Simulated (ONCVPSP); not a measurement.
## Sc (Z = 21): variants of one ONCV potential

Base potential:

* Element: Sc (Z = 21)
* Generator: ONCVPSP 4.0.1
* Type: optimised norm-conserving Vanderbilt (ONCV)
* Functional: PBE
* Relativity: scalar-relativistic
* Frozen core: [Ar]
* Valence charge: 3
* Reference configuration: 3d1 4s1 (charge +1)
* Partial waves: 4s: rc 2.65 bohr, ncon 4, nbas 9, qcut 2.3 1/bohr, 2 projectors, debl 0.8 Ha; p scattering state at 0.14 Ha: rc 2.60 bohr, ncon 4, nbas 7, qcut 3.8 1/bohr, 2 projectors, debl 0.8 Ha; 3d: rc 1.50 bohr, ncon 3, nbas 8, qcut 12.7 1/bohr, 1 projector
* Local potential: polynomial inside 1.25 bohr (lpopt 5, dvloc0 1 Ha)
* Core correction: polynomial model core, fcfact 0.35

In the p channel the program set the typed energies aside and used 0.050, 0.850 Ha.

All-electron outer shells of the reference configuration (PBE, scalar-relativistic, ld1.x):

```csv
shell,level (eV),outermost node (bohr),outermost maximum (bohr)
3p,-40.62,0.39,0.97
3d,-9.97,–,1.10
4s,-9.73,1.32,2.91
```

Cutoffs, loose and tight: the cutoffs (Ha) at which the residual kinetic energy of the hardest occupied pseudo-wave falls to 1 and 0.1 mHa per electron. They do not see the model core or the augmentation charge, which bear on the density cutoff. Test errors are all-electron minus pseudo excitation energies from the reference, over the configurations 3d1 4s2; 3d1 4s0; 3d1 4s1.5; 3d2 4s1. A dash means not determined; rows that change the core or the reference have their own tests.

A true bound ghost makes a file unfit for plane-wave use even where its test errors are small: the radial tests pick states by their node count and pass the ghost by.

| change | outcome | cutoff, loose | cutoff, tight | bound ghosts | GHOST(+) flags above zero | largest test error (meV) |
| --- | --- | --- | --- | --- | --- | --- |
| base | generated, projector energies reset by the program | 45 Ha | 53 Ha | s, p | p | -85 |
| local potential polynomial inside 1.25 bohr (lpopt 5, dvloc0 2 Ha) | generated, projector energies reset by the program | 45 Ha | 53 Ha | s, p | none | -85 |
| p: rc 2.64 | generated, projector energies reset by the program | 45 Ha | 53 Ha | s, p | p | -85 |

(1) What comes out with this change to the base: reference 3d1 4s0.5?

## Answers

(1) outcome: generated, projector energies reset by the program; cutoff, loose: 45 Ha; cutoff, tight: 53 Ha; bound ghosts: s, p; GHOST(+) flags above zero: p; largest test error (meV): +29.
